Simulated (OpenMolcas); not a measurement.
**Computed transition rates of Sc⁺**

| Property | Result |
| --- | --- |
| Program | OpenMolcas |
| Method | MS-CASPT2, IPEA 0.25 Eh, imaginary shift 0.1 Eh (closed shells correlated: 3s 3p) |
| Basis | ANO-RCC-VTZP [6s5p3d2f1g] |
| Scalar Hamiltonian | DKH2, point nucleus |
| Active space | 2 electrons in 11 orbitals (3d 4s 4d) |
| State averaging | 2S+1 = 3 even, 15 roots; 2S+1 = 1 even, 20 roots kept (CI in the orbitals of an earlier block) |
| Spin-orbit coupling | state interaction with AMFI integrals over the reference wave functions, term energies averaged over their components |

Rates come from the transition moments of the reference wave functions (E1 and E2 in the length form). At fixed line strength A goes as λ^-3 for E1 and M1 and as λ^-5 for E2, so a rate at the computed wavelength can be rescaled to the measured one. Measured vacuum wavelengths follow from level energies in NIST Handbook of Basic Atomic Spectroscopic Data. Branching counts decays inside the model space alone, at computed energies, and the table is only a selection of the E2 and M1 lines, drawn from those between levels with measured partners whose computed energy lies within a factor of 1.5 of the measured one.

```json
{"Upper": "3d 4s 3D3", "Lower": "3d 4s 3D2", "Type": "M1", "λ computed (nm)": "85430", "λ measured (nm)": "90880", "A computed (s-1)": "2.89e-05", "A rescaled (s-1)": "2.40e-05", "Branching %": "100.0"}
{"Upper": "3d 4s 1D2", "Lower": "3d 4s 3D3", "Type": "M1", "λ computed (nm)": "4537", "λ measured (nm)": "4232", "A computed (s-1)": "4.22e-04", "A rescaled (s-1)": "", "Branching %": "40.9"}
{"Upper": "3d 4s 1D2", "Lower": "3d 4s 3D2", "Type": "M1", "λ computed (nm)": "4309", "λ measured (nm)": "4043", "A computed (s-1)": "8.78e-05", "A rescaled (s-1)": "", "Branching %": "8.5"}
{"Upper": "3d 4s 1D2", "Lower": "3d 4s 3D1", "Type": "M1", "λ computed (nm)": "4179", "λ measured (nm)": "3936", "A computed (s-1)": "5.20e-04", "A rescaled (s-1)": "", "Branching %": "50.5"}
{"Upper": "3d2 3F2", "Lower": "3d 4s 3D3", "Type": "E2", "λ computed (nm)": "1860", "λ measured (nm)": "2162", "A computed (s-1)": "4.29e-04", "A rescaled (s-1)": "2.02e-04", "Branching %": "3.5"}
{"Upper": "3d2 3F3", "Lower": "3d 4s 3D3", "Type": "E2", "λ computed (nm)": "1829", "λ measured (nm)": "2125", "A computed (s-1)": "3.51e-03", "A rescaled (s-1)": "1.66e-03", "Branching %": "27.3"}
{"Upper": "3d2 3F2", "Lower": "3d 4s 3D2", "Type": "E2", "λ computed (nm)": "1820", "λ measured (nm)": "2112", "A computed (s-1)": "4.79e-03", "A rescaled (s-1)": "2.28e-03", "Branching %": "38.6"}
{"Upper": "3d2 3F2", "Lower": "3d 4s 3D1", "Type": "E2", "λ computed (nm)": "1797", "λ measured (nm)": "2082", "A computed (s-1)": "7.15e-03", "A rescaled (s-1)": "3.42e-03", "Branching %": "57.7"}
{"Upper": "3d2 3F3", "Lower": "3d 4s 3D2", "Type": "E2", "λ computed (nm)": "1790", "λ measured (nm)": "2076", "A computed (s-1)": "6.50e-03", "A rescaled (s-1)": "3.10e-03", "Branching %": "50.6"}
{"Upper": "3d2 3F4", "Lower": "3d 4s 3D3", "Type": "E2", "λ computed (nm)": "1789", "λ measured (nm)": "2079", "A computed (s-1)": "1.09e-02", "A rescaled (s-1)": "5.14e-03", "Branching %": "81.6"}
{"Upper": "3d2 3F3", "Lower": "3d 4s 3D1", "Type": "E2", "λ computed (nm)": "1768", "λ measured (nm)": "2048", "A computed (s-1)": "2.77e-03", "A rescaled (s-1)": "1.33e-03", "Branching %": "21.6"}
{"Upper": "3d2 3F4", "Lower": "3d 4s 3D2", "Type": "E2", "λ computed (nm)": "1752", "λ measured (nm)": "2032", "A computed (s-1)": "2.41e-03", "A rescaled (s-1)": "1.15e-03", "Branching %": "18.1"}
{"Upper": "3d2 3P2", "Lower": "3d2 3F4", "Type": "E2", "λ computed (nm)": "1360", "λ measured (nm)": "1395", "A computed (s-1)": "2.30e-02", "A rescaled (s-1)": "2.03e-02", "Branching %": "2.4"}
{"Upper": "3d2 3P1", "Lower": "3d2 3F3", "Type": "E2", "λ computed (nm)": "1349", "λ measured (nm)": "1385", "A computed (s-1)": "2.07e-02", "A rescaled (s-1)": "1.81e-02", "Branching %": "2.2"}
{"Upper": "3d2 3P0", "Lower": "3d2 3F2", "Type": "E2", "λ computed (nm)": "1337", "λ measured (nm)": "1375", "A computed (s-1)": "3.23e-02", "A rescaled (s-1)": "2.81e-02", "Branching %": "3.4"}
{"Upper": "3d2 1D2", "Lower": "3d 4s 1D2", "Type": "E2", "λ computed (nm)": "1096", "λ measured (nm)": "1190", "A computed (s-1)": "1.57e-01", "A rescaled (s-1)": "1.04e-01", "Branching %": "96.4"}
{"Upper": "4s2 1S0", "Lower": "3d 4s 1D2", "Type": "E2", "λ computed (nm)": "1030", "λ measured (nm)": "1087", "A computed (s-1)": "1.47e-01", "A rescaled (s-1)": "1.12e-01", "Branching %": "99.5"}
{"Upper": "3d2 1G4", "Lower": "3d 4s 1D2", "Type": "E2", "λ computed (nm)": "782.4", "λ measured (nm)": "853.2", "A computed (s-1)": "6.78e-01", "A rescaled (s-1)": "4.40e-01", "Branching %": "99.3"}
{"Upper": "3d2 3P1", "Lower": "3d 4s 3D3", "Type": "E2", "λ computed (nm)": "776.4", "λ measured (nm)": "838.7", "A computed (s-1)": "4.11e-01", "A rescaled (s-1)": "2.79e-01", "Branching %": "43.5"}
{"Upper": "3d2 3P2", "Lower": "3d 4s 3D3", "Type": "E2", "λ computed (nm)": "772.6", "λ measured (nm)": "835", "A computed (s-1)": "5.03e-01", "A rescaled (s-1)": "3.41e-01", "Branching %": "53.0"}
{"Upper": "3d2 3P0", "Lower": "3d 4s 3D2", "Type": "E2", "λ computed (nm)": "770.9", "λ measured (nm)": "832.9", "A computed (s-1)": "9.10e-01", "A rescaled (s-1)": "6.18e-01", "Branching %": "96.6"}
{"Upper": "3d2 3P1", "Lower": "3d 4s 3D2", "Type": "E2", "λ computed (nm)": "769.4", "λ measured (nm)": "831", "A computed (s-1)": "7.65e-02", "A rescaled (s-1)": "5.20e-02", "Branching %": "8.1"}
{"Upper": "3d2 3P2", "Lower": "3d 4s 3D2", "Type": "E2", "λ computed (nm)": "765.7", "λ measured (nm)": "827.4", "A computed (s-1)": "3.27e-01", "A rescaled (s-1)": "2.22e-01", "Branching %": "34.4"}
{"Upper": "3d2 3P1", "Lower": "3d 4s 3D1", "Type": "E2", "λ computed (nm)": "765.1", "λ measured (nm)": "826.3", "A computed (s-1)": "4.26e-01", "A rescaled (s-1)": "2.90e-01", "Branching %": "45.1"}
{"Upper": "3d2 3P2", "Lower": "3d 4s 3D1", "Type": "E2", "λ computed (nm)": "761.5", "λ measured (nm)": "822.7", "A computed (s-1)": "8.68e-02", "A rescaled (s-1)": "5.90e-02", "Branching %": "9.1"}
```

Spin-changing lines and M1 lines between different terms are not rescaled, since their strength hangs on the term gaps too.

The largest correction is for 3d2 3F2 → 3d 4s 3D3 (E2): 4.29e-04 × (1860 / 2162)^5 = 2.02e-04 s-1, a factor of 0.47.

The computed rate and branching of 3d 4s 3D3 → 3d 4s 3D2 give the upper level a radiative lifetime of 1.000 / 2.89e-05 s-1 = 3.46e+04 s, counting decays inside the model space alone. The rescaled rate gives about 4.2e+04 s.

These are rates of the free ion; in crystals, glasses and complexes forced electric-dipole and non-radiative decay shorten such lifetimes by orders of magnitude. No measured rate stands beside these. Rescaling mends the energy factor alone: line strengths can still be far off where a level mixes with configurations outside the active space, and weak or spin-changing lines hang on small mixing coefficients that depend on the term gaps too, so rescaling need not improve them.

CASPT2 does not keep the components of a term degenerate, so their means are used; among the terms shown or strongly mixed into the levels shown the widest spread is 650 cm-1 (3d2 1G). Terms from blocks run as CI alone lack orbitals of their own. Active for correlation alone: 4d; no level in the range computed is led by a configuration that fills it, so any true level of that kind is missing. Computed and measured levels are paired by configuration, term and J; levels that our copy of the source lacks, or whose pairing is in doubt (as where it misses far off the trend of its configuration), stay unpaired. Levels of configurations outside the active space are missing.
